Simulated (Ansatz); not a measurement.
Start from `C[BH][InH2]` and change one atom or group to get `CBCl`.

Ansatz, PBE0-D4/def2-TZVP geometries, multiplicity 1. 

Elements past krypton have def2 core potentials.

| property | `C[BH][InH2]` |
| --- | --- |
| HOMO–LUMO gap (PBE0/def2-TZVPP) / eV | 5.24 |
| size of the dipole moment (ωB97M-V/def2-TZVPP) / D | 1.68 |
| size of the dipole moment (B3LYP/def2-TZVPP) / D | 1.70 |
| HOMO energy (B3LYP/def2-TZVPP) / eV | -6.71 |
| LUMO energy (B3LYP/def2-TZVPP) / eV | -1.88 |
| LUMO energy (ωB97M-V/def2-TZVPP) / eV | -0.16 |

What does the change do to each property? (Best estimate.)

The calculation gave: 
```tsv
property	`CBCl`	shift
HOMO–LUMO gap (PBE0/def2-TZVPP) / eV	7.25	2.01
size of the dipole moment (ωB97M-V/def2-TZVPP) / D	1.32	-0.36
size of the dipole moment (B3LYP/def2-TZVPP) / D	1.31	-0.39
HOMO energy (B3LYP/def2-TZVPP) / eV	-8.20	-1.49
LUMO energy (B3LYP/def2-TZVPP) / eV	-1.40	0.48
LUMO energy (ωB97M-V/def2-TZVPP) / eV	0.85	1.01
```

With PBE0 the HOMO falls by 1.56 eV and the LUMO rises by 0.46 eV, so the gap widens by about 2.02 eV. PBE moves the HOMO by -1.25 eV and ωB97M-V by -1.75 eV. The zero-point energy changes by -25.0 kJ/mol with -6 modes. Dipoles are sizes alone; their direction can turn.

B3LYP here is the variant with VWN-RPA as its local correlation; programs differ in this.
